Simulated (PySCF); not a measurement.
C3H7ClSi, SMILES C=C(Cl)[SiH2]C.

Geometry: B3LYP-D3(BJ)/def2-SVP. Other conformers were not sampled.

Two levels are set side by side: TDA-PBE/def2-SVPD (PySCF) and TDA-ωB97X/def2-SVPD (PySCF). Vertical, same geometry. The lowest singlet is HOMO−1→LUMO 98 % with PBE and HOMO−1→LUMO 45 %, HOMO→LUMO+1 16 %, HOMO→LUMO+2 15 %, HOMO→LUMO+3 10 % with the other functional; states are paired by order. Differences are taken from unrounded values.

```tsv
quantity	TDA-ωB97X
lowest singlet excitation (eV)	6.80
lowest triplet excitation (TDA) (eV)	4.08
first bright state (f over 0.05) (eV)	6.94
its oscillator strength	0.35
```

**Question.** What does TDA-PBE give, and how far is it from TDA-ωB97X? (The exact figures need the calculation; the answer reports its results.)

**Answer.** 
```csv
quantity,TDA-PBE,TDA-PBE minus TDA-ωB97X
lowest singlet excitation (eV),5.62,-1.18
lowest triplet excitation (TDA) (eV),3.97,-0.11
first bright state (f over 0.05) (eV),6.11,-0.83
its oscillator strength,0.11,-0.24
```

Functionals without exact exchange tend to place singlet excitations lower, as here. Differences between two approximate levels are no errors against the true value.

Rough cost on one machine, each run with all the roots and properties that it gave: TDA-ωB97X against TDA-PBE about 4 times.
